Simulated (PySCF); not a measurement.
Input file for PySCF: R-MP2/6-31G* on H4P2 (SMILES PP), a point of a bond scan (R = 6.076 Å).

```python
from pyscf import gto, scf, dft, mp
from pyscf.data.elements import chemcore

mol = gto.M(
    atom='''
    P    -0.98931421   -0.53589241    0.00725596
    P     4.35298252    2.35792660   -0.03192622
    H    -1.52762971    0.25159167   -1.04540375
    H    -1.54504892    0.31148207    1.00280738
    H     4.90871723    1.51055212   -1.02747764
    H     4.89129802    1.57044252    1.02073349
    ''',
    basis='6-31g*',
    cart=True,
    charge=0, spin=0, verbose=3, max_memory=1800)
mf = scf.RHF(mol)
mf.conv_tol = 1e-8
mf.max_cycle = 100
mf.kernel()
if not mf.converged:
    mf = mf.newton().run(mf.mo_coeff, mf.mo_occ)
pt = mp.MP2(mf, frozen=chemcore(mol)).run()
```

Output:

```
converged SCF energy = -683.540114632207
E(RMP2) = -683.863279211501  E_corr = -0.323164579293579
E(SCS-RMP2) = -683.89218839723  E_corr = -0.352073765022966
```

The calculation finished and met its thresholds.

Cost: about 0.5 core-seconds (a rough figure).
